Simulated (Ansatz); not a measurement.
Be₂S₂, relaxed as a quintet with UKS PBE-D4/def2-TZVP in Ansatz, starting from the PBE-D4/def2-TZVP geometry of the neutral singlet. Force threshold 0.02 eV/Å.

At PBE-D4/def2-TZVP a singlet of charge 0 lies 5.29 eV below the quintet, each at its own geometry. The structure comes from a short search, and lower isomers may exist.

Start:

```csv
atom,x (Å),y (Å),z (Å)
Be1,-0.1753,-0.9567,-0.0154
Be2,0.1753,0.9567,0.0154
S3,1.2173,-0.2410,1.1204
S4,-1.2173,0.2410,-1.1204
```

Question: Estimate the energy that the relaxation releases and the steps that it takes.

Answer: 54.9 kcal/mol, in 7 steps; 10 s on 2 threads of Arm Neoverse V2 on a shared host. No frequencies were taken in this run, so the end may be a saddle point.

Question: Does the start keep its bonding and symmetry?

Answer: By distances, no bond broke or formed, bridged metal pairs apart. The bond that changes most is Be1–S3, from 1.93 to 2.07 Å (atoms count from 1). A close non-bonded pair moves further: Be1–Be2, from 1.95 to 3.21 Å. Metal–metal contacts that move far: Be1–Be2 1.95 to 3.21 Å. Point group D2h at the start, D2h at the end, both within 0.05 Å.

Question: Predict the relaxed structure.

Answer: 
```
atom   x (Å)   y (Å)   z (Å)
 Be1  -0.289  -1.578  -0.025
 Be2   0.289   1.578   0.025
  S3   0.954  -0.189   0.878
  S4  -0.954   0.189  -0.878
```
Bond lengths (bridged metal pairs left out): 4 × Be–S 2.07 Å.
